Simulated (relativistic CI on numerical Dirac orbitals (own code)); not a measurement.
# One change at a time: Nd XXIX

Base calculation: Dirac-Coulomb-Breit CI, separate exchange-only KLI orbitals for each configuration, model QED (radiative potential, 1s self-energy scaled to tabulated hydrogen-like ionisation energies), unscaled Slater integrals.

Configurations in the expansion (outside the closed core [Ar] 3d10): 4s2.4p2, 4s.4p3, 4s2.4p.4d, 4p4, 4s.4p2.4d, 4s2.4p.4f, 4s.4p2.4f, 4p3.4d, 4s.4p.4d2, 4s2.4d.4f, 4p3.4f, 4s2.4d2, 4s.4d3, 4s.4d2.4f, 4p2.4d2, 4p.4d3, 4p.4d2.4f, 4s2.4f2, 4s.4d.4f2, 4s.4f3, 4p2.4f2, 4p.4d.4f2, 4p.4f3, 4s.4p.4d.4f. Double excitations out of closed p, d and f shells are left out; levels of such configurations are missing from the list, as are those of other unlisted configurations, and high levels can miss mixing partners.

Variants: (1) Breit term removed; (2) non-relativistic limit. Shifts of the energy above 4s2.4p2 3P_0, in cm⁻¹, for the lowest level and the first level of each name with at least 55 % of one term (blank where a level changes its place among those of its configuration and J or its character, or is not in the variant):

| Level | Base | Δ(1) | Δ(2) |
| --- | --- | --- | --- |
| 4s2.4p2 3P_0 | 0 | 0 | 0 |
| 4s2.4p2 3P_1 | 217952 | +3075 | -217952 |
| 4s2.4p2 1D_2 | 243271 | +3257 |  |
| 4s2.4p2 3P_2 | 480203 | +6220 |  |
| 4s2.4p2 1S_0 | 537454 | +6023 | -439026 |
| 4s.4p3 3D°_3 | 970678 | +3637 | -502189 |
| 4s.4p3 3P°_0 | 1024264 | +3081 | -503906 |
| 4s2.4p.4d 3F°_2 | 1109651 | +4780 | -275242 |
| 4s2.4p.4d 3F°_3 | 1179120 | +6840 | -344712 |
| 4s2.4p.4d 3F°_4 | 1370949 | +9850 | -536541 |
| 4s2.4p.4d 3P°_0 | 1396568 | +7896 | -489680 |
| 4s2.4p.4d 3P°_1 | 1423563 | +7935 |  |
| 4s2.4p.4d 1F°_3 | 1500205 | +9423 | -496017 |
| 4s2.4p.4d 1P°_1 | 1527126 | +8983 | -517518 |

At this charge energies of transitions that change n are usually good to better than 1 %, and those within a shell (Δn = 0) to a few per cent.

Ionisation energy from the two ground configurations alone: base 1048.28 eV; Breit term removed 1049.34 eV. The NIST ASD value (theoretical) is 1049 eV.

LS names give the leading component of a level, which can be under half, so a name can repeat, a term be missing and a line seem to break the LS rules.
